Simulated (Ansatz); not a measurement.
System: furan-3-ylsilane, C$_{4}$H$_{6}$OSi, net charge 0, singlet state. SMILES: [SiH3]c1ccoc1
Geometry: optimised at B3LYP-D3(BJ)/def2-TZVP (Ansatz, a program for electronic structure).

Computed values are from Ansatz. Valence correlation only, unless marked. UHF or UKS for open shells. No spin-orbit coupling. Non-relativistic. Basis-set limits of correlation are two-point, X^-3; Hartree-Fock from the larger set. [CCSD(T)-MP2]/basis is that difference in the basis named.

The Hartree-Fock reference is unstable (checked in the largest basis), which strains HF and MP2. 

Q: What is the atomisation energy De at CCSD(T)/CBS(cc-pV(T+d)Z,cc-pV(Q+d)Z)?

A: 1204.5 kcal/mol.

Q: What is the dipole moment at CCSD(T)/aug-cc-pV(D+d)Z?

A: 0.49 D.

Q: What is the total energy at CCSD(T)/CBS(cc-pV(T+d)Z,cc-pV(Q+d)Z)?

A: -520.0205 Eh.

Q: What is the T1 diagnostic at CCSD/cc-pV(Q+d)Z?

A: 0.014.

Q: What is the vertical ionisation energy (to the doublet) at RI-MP2/CBS(aug-cc-pV(T+d)Z,aug-cc-pV(Q+d)Z)+[CCSD(T)-MP2]/aug-cc-pV(T+d)Z?

A: 9.14 eV.
